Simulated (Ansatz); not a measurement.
A single point on CH$_{6}$InNOS, SMILES `C[O][In]([NH2])[SH]`.

```yaml
crystal:
  periodic: [false, false, false]
  atoms:
    - {symbol: C, position_ang: [-1.214435, -1.367089, 0.847124]}
    - {symbol: O, position_ang: [-0.320005, -0.317838, 1.090424]}
    - {symbol: In, position_ang: [0.561274, 0.675229, -0.383708]}
    - {symbol: N, position_ang: [1.672995, 2.250504, 0.176422]}
    - {symbol: S, position_ang: [0.036005, 0.020665, -2.606355]}
    - {symbol: H, position_ang: [-1.562682, -1.760364, 1.808594]}
    - {symbol: H, position_ang: [-0.755207, -2.204142, 0.300742]}
    - {symbol: H, position_ang: [-2.103883, -1.049421, 0.283676]}
    - {symbol: H, position_ang: [2.040408, 2.197313, 1.116455]}
    - {symbol: H, position_ang: [2.413907, 2.523775, -0.453026]}
    - {symbol: H, position_ang: [-0.768377, -0.968623, -2.180348]}
basis:
  gaussian: {orbitals: def2-TZVPP}
hamiltonian: {xc: pbe}
correlation: {method: rpa}
```

```sh
$ ansatz run in.yaml --threads 4 --pin off --events-out ev --progress --plain
```

Output, abridged:

```
Functional definition: PBE
1765 factors; integrals over basis functions are off by at most 9.8e-4 eV
mean field evaluation 1: about -20653.1977 eV, gradient 1.0e2 eV
mean field evaluation 2: about -20653.1883 eV, gradient 1.0e2 eV
mean field evaluation 4: about -20647.1163 eV, gradient 9.8e1 eV
mean field evaluation 8: about -20674.6007 eV, gradient 3.4e0 eV
mean field evaluation 16: about -20674.6238 eV, gradient 5.0e-3 eV
mean field -20674.62380961 eV, -759.7784112400 hartree, gradient 1.5e-6 eV, S^2 0.000000; 1 other end points of the search recorded, 0 dependent functions left out
12 core orbitals not correlated: weight in the atoms' cores, before any rotation towards them, 1.000 or more for the frozen orbitals, at most 0.000 for the correlated occupied ones
reference -20611.75278732 eV, -757.4679437860 hartree; 20, 20 occupied and 237, 237 virtual orbitals, 1765 factors
Total energy: -20658.30472859 eV, -759.1786960736 hartree
```

Run time 14 s (4 threads of a server CPU on a shared host); peak host memory 0.77 GiB.
